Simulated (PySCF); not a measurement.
## Chromium: a sound run and one with changed settings

Sound run: Cr [Ar] 3d5 4s1, Cr⁺ [Ar] 3d5. Calculation: PySCF 2.14, in aug-cc-pVDZ-DK (7s6p4d2f, 59 functions); scalar relativity by spin-free X2C-1e. In the sound run the correlated levels freeze [Ar]. The sound run starts from symmetry-adapted Hartree-Fock orbitals and uses a fine grid where one is needed.

Changed run: the non-relativistic Hamiltonian (point nucleus). This setting is unsound on purpose.

```json
{"species": "Cr", "method": "UHF", "sound run (hartree)": "-1049.65359", "changed run (hartree)": "-1040.60954", "converged": "yes"}
{"species": "Cr", "method": "PBE", "sound run (hartree)": "-1050.55415", "changed run (hartree)": "-1041.51227", "converged": "yes"}
{"species": "Cr", "method": "TPSS", "sound run (hartree)": "-1050.80636", "changed run (hartree)": "-1041.76361", "converged": "yes"}
{"species": "Cr", "method": "MP2", "sound run (hartree)": "-1049.73677", "changed run (hartree)": "-1040.69161", "converged": "yes"}
{"species": "Cr⁺", "method": "UHF", "sound run (hartree)": "-1049.43264", "changed run (hartree)": "-1040.39301", "converged": "yes"}
{"species": "Cr⁺", "method": "PBE", "sound run (hartree)": "-1050.28442", "changed run (hartree)": "-1041.24847", "converged": "yes"}
{"species": "Cr⁺", "method": "TPSS", "sound run (hartree)": "-1050.54333", "changed run (hartree)": "-1041.50659", "converged": "yes"}
{"species": "Cr⁺", "method": "MP2", "sound run (hartree)": "-1049.49879", "changed run (hartree)": "-1040.45870", "converged": "yes"}
```

Ionisation energy of Cr:

```
 method  sound run (eV)  changed run (eV)
    UHF           6.013             5.892
    PBE           7.340             7.178
   TPSS           7.157             6.994
    MP2           6.476             6.338
SCS-MP2           6.167             6.041
```

Most of the change in total energy is the relativistic energy itself. On top of that the contraction fixes the core shape for the Hamiltonian it was made with, so the changed run is not a good calculation with the other Hamiltonian either.

For comparison, NIST gives 6.767 eV between the lowest levels.
